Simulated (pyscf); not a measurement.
# `[OH][Cd][F]`, singlet

Gas-phase minimum from PySCF at ωB97X-D3(BJ)/def2-SVP, one conformer. 

SMILES: [OH][Cd][F]
```xyz
4

O      0.1688    -0.4017    -1.1286
Cd     0.9902    -0.0524     0.6090
F      1.8656     0.3541     2.2746
H     -0.5714    -1.0163    -1.0633
```

Bonds (Å): O1–Cd2 1.954, O1–H4 0.964, Cd2–F3 1.925. Bond angles (°): Cd2–O1–H4 112.1, O1–Cd2–F3 177.0.

Properties at ωB97X-D3(BJ)/def2-SVP:

| Property | Result |
|---|---|
| Harmonic wavenumbers, unscaled | 137, 141, 575, 676, 804, 3899 cm⁻¹ |
| Zero-point energy | 8.9 kcal/mol |
| Rotational symmetry number | 1 |
| Entropy of this conformer at 298 K and 1 atm, rigid rotor and harmonic oscillator, modes under 100 cm⁻¹ raised to 100 | 287.2 J/(mol K) |
| Dipole moment | 1.95 D |

Single-point totals, which compare only within one level (frozen core for MP2 and CC):

```json
[
 {"level": "ωB97X-D3(BJ)/def2-TZVP", "total energy (hartree)": "-343.59657"},
 {"level": "PBE/def2-TZVP", "total energy (hartree)": "-343.36365"},
 {"level": "r²SCAN/def2-TZVP", "total energy (hartree)": "-343.51059"},
 {"level": "B3LYP-D3(BJ)/def2-TZVP", "total energy (hartree)": "-343.59013"},
 {"level": "PBE0-D3(BJ)/def2-TZVP", "total energy (hartree)": "-343.34572"},
 {"level": "M06-2X/def2-TZVP", "total energy (hartree)": "-343.38772"},
 {"level": "ωB97M-D3(BJ)/def2-TZVP", "total energy (hartree)": "-343.57339"},
 {"level": "HF/def2-TZVPP", "total energy (hartree)": "-341.83902"},
 {"level": "MP2/def2-TZVPP", "total energy (hartree)": "-343.05209"},
 {"level": "CCSD/def2-TZVPP", "total energy (hartree)": "-343.01926"},
 {"level": "CCSD(T)/def2-TZVPP", "total energy (hartree)": "-343.05508"}
]
```

Soft torsions are taken as harmonic, which can shift the entropy by several J/(mol K). The CCSD(T) − MP2 part came from Ansatz, without density fitting, on the same reference. The frozen core leaves the outer d or s,p core shells of the metals and heavy elements correlated in the MP2 and CC values, and def2-TZVPP describes them poorly, so these totals are far from the basis limit. Elements past Kr carry the def2 core potentials, without spin-orbit coupling.
